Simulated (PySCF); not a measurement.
B(Cl)(F)(OAc) (C2H3BClFO2), SMILES B(OC(C)=O)(Cl)F.

Coordinates come from a ωB97X-D3(BJ)/def2-SVP optimisation. One conformer was computed; it need not be the lowest.

Calculation: ωB97X-D3(BJ)/def2-SVP run with PySCF.

Frequencies are harmonic and unscaled.

| mode | ν (cm⁻¹) | IR (km/mol) | moving atoms (share of kinetic energy) |
|---|---|---|---|
| 1 | 44 | 3.4 | O 31 %, C 25 %, Cl 19 %, H 15 %, F 10 % |
| 2 | 83 | 0.0 | O 50 %, F 23 %, C 12 %, H 9 % |
| 3 | 123 | 0.3 | H 89 % |
| 4 | 141 | 0.9 | O 49 %, Cl 33 %, C 8 % |
| 5 | 317 | 7.6 | F 31 %, C 24 %, O 19 %, H 13 %, Cl 12 % |
| 6 | 374 | 1.5 | O 34 %, F 31 %, Cl 17 %, B 9 % |
| 7 | 430 | 4.8 | F 26 %, O 20 %, Cl 19 %, H 14 %, C 12 %, B 8 % |
| 8 | 568 | 9.2 | B 49 %, C 20 %, H 13 %, O 10 % |
| 9 | 599 | 27.6 | C 28 %, B 28 %, H 22 %, O 18 % |
| 10 | 634 | 50.1 | C 32 %, O 20 %, F 20 %, H 12 %, Cl 12 % |
| 11 | 690 | 17.8 | O 55 %, B 14 %, C 14 %, Cl 9 % |
| 12 | 938 | 51.4 | O 55 %, C 21 %, B 10 %, H 8 % |
| 13 | 1017 | 20.7 | H 57 %, C 29 %, O 11 % |
| 14 | 1063 | 6.7 | H 49 %, C 48 % |
| 15 | 1246 | 257.7 | C 38 %, B 34 %, H 18 % |
| 16 | 1274 | 615.1 | B 30 %, O 30 %, C 23 %, H 9 % |
| 17 | 1403 | 242.5 | H 60 %, C 34 % |
| 18 | 1433 | 496.5 | B 69 %, F 14 %, O 10 % |
| 19 | 1447 | 26.7 | H 95 % |
| 20 | 1457 | 10.2 | H 96 % |
| 21 | 1940 | 259.2 | C 63 %, O 36 % |
| 22 | 3090 | 0.1 | H 97 % |
| 23 | 3184 | 0.5 | H 91 %, C 9 % |
| 24 | 3227 | 1.3 | H 90 %, C 10 % |
